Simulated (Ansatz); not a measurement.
System: O2 (charge +2, singlet). 
Structure (B3LYP-D3(BJ)/def2-TZVP (Ansatz, a quantum-chemistry and plane-wave program) minimum search):
SMILES: [O+]#[O+]
```xyz
2

O      0.0000     0.0000    -0.5162
O      0.0000     0.0000     0.5162
```
Charge +2, spin multiplicity 1.

Basis-set convergence of Hartree-Fock and CCSD correlation energies (hartree) with Ansatz. Valence correlation only, unless marked. No spin-orbit coupling. Non-relativistic. The program attaches cautions to a run behind CCSD/def2-SVP: large difference.

The Hartree-Fock reference is unstable (checked in the largest basis), which strains HF and MP2. 

```tsv
basis	functions	E(HF)	E(corr, CCSD)
def2-SVP	28	-148.13428	-0.38597
def2-TZVPP	62	-148.34730	-0.44812
def2-QZVPP	114	-148.35520	-0.47289
```

Extrapolating the two largest sets (X = 3 and 4) as X^-3: E(corr) = (64·(-0.47289) - 27·(-0.44812))/37 = -0.4910 Eh, an estimate of the basis-set limit. The largest set recovers 96.3 % of it, the smallest 78.6 %.
